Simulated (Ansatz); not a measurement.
Two structures of SiH4S2O2, singlet, reached by relaxing down either side of one saddle point (PBE0-D4/def2-TZVP). Energies are electronic, without zero-point energy. Ansatz 0.2.0; basis: def2-TZVPP and def2-QZVPP; cores frozen in the correlated methods. Extrapolation: Hartree–Fock as exp(−7.88 √X), correlation as X^−2.97. First:

```
atom    x (Å)    y (Å)    z (Å)
 Si1  -0.1347   0.0351   0.0478
  S2   1.3768  -0.6976   1.3454
  S3   0.4330   0.2290  -1.9883
  H4   0.7890  -1.0637  -2.0789
  O5  -0.5852   1.5687   0.3882
  O6  -1.3078  -1.0781   0.2836
  H7   2.2289   0.2873   1.0142
  H8  -0.7493   1.7733   1.3111
  H9  -2.0508  -1.0540  -0.3230
```

Second:

Si1  (-0.508, 0.356, -0.362)
S2  (1.541, -0.685, 0.709)
S3  (-0.071, 0.411, -2.266)
H4  (1.735, -1.538, -0.311)
O5  (-0.465, 1.636, 0.649)
O6  (-1.577, -0.687, 0.317)
H7  (2.332, 0.248, 0.152)
H8  (-1.032, 1.567, 1.421)
H9  (-1.955, -1.308, -0.310)
(Å)

Question: Which bonds change from the first to the second?

Answer: SiH₄S₂O₂ ([OH][Si]([OH])([SH])[SH]) → SiH₂SO₂ ([OH][Si]([OH])[S]) + H₂S (still joined by a long Si–S bond); bonds formed: S2–H4; bonds broken: S3–H4; bonds weakened to dative contacts: Si1–S2.

Question: Give the saddle point's structure and its height above each. (Judge from chemistry; the value comes from the calculation.)

Answer: By the calculation: 1.543 eV above the first and 0.307 eV above the second (CCSD(T) at an estimated basis limit (MP2 extrapolated from triple and quadruple zeta, plus CCSD(T) − MP2 in triple zeta)).
```csv
atom,x (Å),y (Å),z (Å)
Si1,-0.3889,0.2036,-0.2411
S2,1.5240,-0.9467,0.5905
S3,0.1824,0.0274,-2.1529
H4,1.4003,-0.8214,-0.8856
O5,-0.3608,1.6196,0.5578
O6,-1.6474,-0.6392,0.3720
H7,2.2440,0.1864,0.6598
H8,-0.9588,1.6928,1.3060
H9,-1.9950,-1.3223,-0.2065
```

T1 diagnostic: at most 0.014.

Labels in which every atom is bracketed show which atoms are joined, not bond orders.

For scale, one of the runs: CCSD(T)/def2-TZVPP, 244 basis functions, launched by `ansatz run in.yaml --threads 4 --pin off --events-out ev --progress --plain --max-ram 9574MiB`. Hardware: 4 CPU threads of an Arm Neoverse V1, shared host. Wall time 2.3 min; peak host memory 4.6 GiB.
